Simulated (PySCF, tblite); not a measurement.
One entry of a table of gas-phase calculations, keyed by method. Lists by class give the value and the number of equivalent atoms.

```json
{
 "name": "trifluoroacetyl fluoride",
 "formula": "C2F4O",
 "smiles": "O=C(F)C(F)(F)F",
 "charge": 0,
 "multiplicity": 1,
 "geometry_level": "GFN2-xTB",
 "atoms_angstrom": [
  ["O", 1.253, 1.215, -0.775],
  ["C", 0.852, 0.223, -0.301],
  ["F", 1.618, -0.852, -0.095],
  ["C", -0.599, -0.076, 0.177],
  ["F", -0.622, -0.387, 1.474],
  ["F", -1.12, -1.101, -0.5],
  ["F", -1.378, 0.984, -0.009]
 ],
 "electronic_structure_code": "PySCF",
 "results": {
  "GFN2-xTB geometry": {
   "point_group": "Cs",
   "rotational_constants_GHz": [3.868, 2.432, 2.021]
  },
  "wB97X-D/def2-SVPD ground state and vertical TDDFT (core frozen in the response)": {
   "dipole_D": 0.63,
   "homo_eV": -12.35,
   "lumo_eV": -0.22,
   "S1_eV": 5.84,
   "strongest_line_of_8_singlets_eV": 9.28,
   "T1_tda_eV": 5.25,
   "polarisability_au": 31.5,
   "r2_bohr2_about_centre_of_nuclear_charge": 589.4,
   "singlets_eV_and_f": [
    [5.84, 0.001],
    [8.48, 0.001],
    [9.28, 0.102],
    [9.78, 0.003],
    [10.02, 0.059],
    [10.26, 0.001],
    [10.35, 0.037],
    [10.74, 0.007]
   ],
   "triplets_tda_eV": [5.25, 6.51, 7.95]
  },
  "PBE0/pcSseg-1 ground state and GIAO shieldings, non-relativistic": {
   "shift_vs_computed_TMS_C_by_class_ppm": [
    [156.4, 1],
    [123.3, 1]
   ],
   "shielding_other_nuclei_by_class_ppm": [
    ["O", -123.7, 1],
    ["F", 144.9, 1],
    ["F", 257.5, 3]
   ],
   "charges_hirshfeld_e_by_atom": [-0.18, 0.23, -0.07, 0.26, -0.08, -0.08, -0.07]
  },
  "B3LYP/pcJ-1 indirect spin-spin coupling, non-relativistic, gas phase": {
   "largest_one_bond_couplings_by_class_Hz": [
    ["19F–13C", -455.3, 1],
    ["19F–13C", -365.8, 3],
    ["13C–13C", 127.7, 1],
    ["17O–13C", 22.0, 1]
   ]
  },
  "GFN2-xTB harmonic vibrations, gas phase": {
   "strongest_ir_bands_cm-1_km_per_mol_modes": [
    [620.3, 82.0, 1],
    [1019.9, 264.9, 1],
    [1083.4, 288.5, 1],
    [1120.6, 340.5, 1],
    [1152.5, 58.0, 1],
    [1902.8, 344.3, 1]
   ],
   "zpe_kcal_per_mol": 15.0
  }
 }
}
```

In atomic units the dipole is 0.25 e·bohr (1 au = 2.5417 D). The rotational constants make it an asymmetric top with κ = (2B − A − C)/(A − C) = -0.56, nearer the prolate limit (−1). The vertical singlet–triplet gap S1 − T1 is 0.59 eV (TDDFT singlet less Tamm–Dancoff triplet; S1: HOMO→LUMO, weight 0.97; T1: HOMO→LUMO, weight 0.97). The principal polarisabilities are 26.7, 32.0 and 35.9 au; their mean is the isotropic value.

Geometry: GFN2-xTB; no solvent or vibrations. NMR classes are plain means over equivalent atoms (diastereotopic ones count apart unless rotation or inversion swaps them), as if these changed places fast; in this geometry the members of some classes differ.

The values belong to the conformer `[O:1]=[C:2]([F:3])[C:4]([F:5])([F:6])[F:7]`: O1–C2–C4–F5 -121°.
